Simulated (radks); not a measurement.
Values are calculated unless marked as measured or tabulated.
Question: Species: Ir. Configuration: [Xe] 4f14 5d7 6s2. Code: a radial shooting solver on a logarithmic mesh with Libxc functionals. Model: scalar-relativistic Kohn-Sham, PBE, spin-unpolarised, spherical densities, finite nucleus; Fermi nuclear charge, rms radius 5.4032 fm. Some entries of the table are withheld. Estimate them.

orbital  occ.  eigenvalue (Ry)  <r> (bohr)
1s          2        -5593.276     0.01744
2s          2        -978.5219     0.07362
2p          6        -850.3393     0.06624
3s          2        -228.8735      0.1905
3p          6        -191.3717         (1)
3d         10        -150.0245      0.1733
4s          2        -48.82376      0.4234
4p          6        -36.51957         (2)
4d         10              (3)      0.4784
5s          2         -7.19767      0.9779
4f         14              (4)      0.5352
5p          6         -4.02071       1.134
5d          7              (5)       1.720
6s          2              (6)       2.900

Answer: 
(1) 3p <r> (bohr): 0.1913
(2) 4p <r> (bohr): 0.4505
(3) 4d eigenvalue (Ry): -21.38822
(4) 4f eigenvalue (Ry): -4.57172
(5) 5d eigenvalue (Ry): -0.52560
(6) 6s eigenvalue (Ry): -0.46506
